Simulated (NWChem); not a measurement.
System: SrHSCl; SMILES [SH][Sr][Cl]

```xyz
4

Sr    -0.3598     0.0137    -0.0086
Cl     0.5631    -2.4243     0.0089
S      0.8022     2.4961    -0.0126
H     -0.4227     3.1040    -0.0277
```
Atoms are numbered in this order, from 1.

Level: PBE-D3(BJ)/def2-SVP with def2 effective core potentials on Sr (NWChem), optimised geometry, unscaled harmonic frequencies. def2 effective core potentials on Sr; no spin-orbit coupling.

Q: List the harmonic frequencies with IR intensities, and the thermochemistry.

A: 
```json
[
 {"frequency (cm⁻¹)": "43", "IR intensity (km/mol)": "18.6"},
 {"frequency (cm⁻¹)": "59", "IR intensity (km/mol)": "7.7"},
 {"frequency (cm⁻¹)": "259", "IR intensity (km/mol)": "7.3"},
 {"frequency (cm⁻¹)": "321", "IR intensity (km/mol)": "78.0"},
 {"frequency (cm⁻¹)": "344", "IR intensity (km/mol)": "18.5"},
 {"frequency (cm⁻¹)": "2581", "IR intensity (km/mol)": "19.7"}
]
```

```yaml
zero_point_energy: 5.2 kcal/mol
thermal correction to the enthalpy at 298.15 K (with zero-point energy): 9.3 kcal/mol
heat capacity Cv: 14.9 cal/(mol K)
entropy at 298.15 K and 1 atm (symmetry number 1): 82.2 cal/(mol K)
```

Rigid rotor and harmonic oscillator; modes under 100 cm⁻¹ make the entropy uncertain.
